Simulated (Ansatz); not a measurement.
A series at Ga: from `[GaH3]`, ligands are replaced one by one, each step taking up H–F and setting free H₂; n counts the steps. Ansatz, PBE0-D4/def2-TZVP geometries.

CBS adds triple-zeta CCSD(T) − MP2 to the MP2 limit, frozen cores; atoms without spin–orbit coupling. Outer-core shells of Ga are correlated without core-valence functions. Scalar relativity is left out up to krypton. Spin–orbit coupling is left out.

```tsv
n	molecule	atomization energy, CCSD(T)/CBS (kJ/mol)
0	`[GaH3]`	?
1	`[F][GaH2]`	1051.4
2	`[F][GaH][F]`	1254.0
3	`[F][Ga]([F])[F]`	1420.0
```

Problem. By hand: fit a straight line y = ȳ + b (n − n̄) to the 3 given rows and predict n = 0.

Solution. n̄ = 2.000, ȳ = 1241.80; Σ(n − n̄)(y − ȳ) = 368.60, Σ(n − n̄)² = 2.000, so b = 184.30 kJ/mol a step. Prediction: 1241.80 + (184.30) × (-2.000) = 873.2 kJ/mol.

Problem. By hand: compare with the computed value, 835.8 kJ/mol, and give the steps along the whole series.

Solution. The line misses by -37.4 kJ/mol (computed minus predicted). Steps: 215.6, 202.6, 166.0 kJ/mol.

The steps shrink at each stage, from 215.6 to 166.0 kJ/mol, so the series is curved and an end member is harder to predict than an inner one. The miss is 6.4 % of the series' range. The energies themselves are unsure by some kJ/mol a bond, though much of that is common to the series.
